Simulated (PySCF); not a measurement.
GaO, SMILES [O]=[Ga], multiplicity 2.

Coordinates come from a PBE-D3(BJ)/def2-TZVPD optimisation.

These are B3LYP/def2-TZVPD (PySCF) values and carry that method's errors.

Isolated molecule, no solvent.

```
Quantity                                                          Result
-----------------------------------------------  -----------------------
total energy                                         -2000.11493 hartree
point group                                                          C∞v
α spin, highest occupied and lowest empty level       -7.95 and -1.64 eV
β spin, highest occupied and lowest empty level       -7.77 and -4.78 eV
dipole moment                                                  0.789 e·Å
mean static polarisability                          41.6 bohr³ (6.17 Å³)
polarisability, principal values                  38.1, 38.1, 48.8 bohr³
⟨S²⟩                                             0.760 (pure state 0.75)
```
